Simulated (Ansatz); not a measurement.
Program: Ansatz. Geometries: PBE0-D4/def2-TZVP. ΔE: electronic, gas phase. CBS: MP2 limit from def2 TZ/QZ plus the TZ coupled-cluster correction, frozen cores. DFT in def2-TZVPP. B3LYP here is the variant with VWN-RPA as its local correlation; programs differ in this. Each species was taken in one conformer, which may not be the lowest.

Reaction (formal exchange of groups at the Si–C bond): `F[SiH](Cl)C[SiH3]` + `C=CCC#N` → `N#C[SiH](F)Cl` + `C=CCC[SiH3]`

```tsv
species	B3LYP-D4 energy (Eh)
`F[SiH](Cl)C[SiH3]`	-1181.04830
`C=CCC#N`	-210.24159
`N#C[SiH](F)Cl`	-943.25178
`C=CCC[SiH3]`	-448.02640
```

**Question.** Work out ΔE.

**Answer.** ΔE = (-943.25178) + (-448.02640) − (-1181.04830) − (-210.24159) = 0.01171 Eh = +30.7 kJ/mol. CCSD(T)/CBS gives +28.2 kJ/mol.

Largest T1 diagnostic among the species: 0.012.

In def2-TZVPP, CCSD(T) changes the Hartree–Fock value by −5.6 kJ/mol (the triples alone add −1.1 kJ/mol) and MP2 by −5.5 kJ/mol.
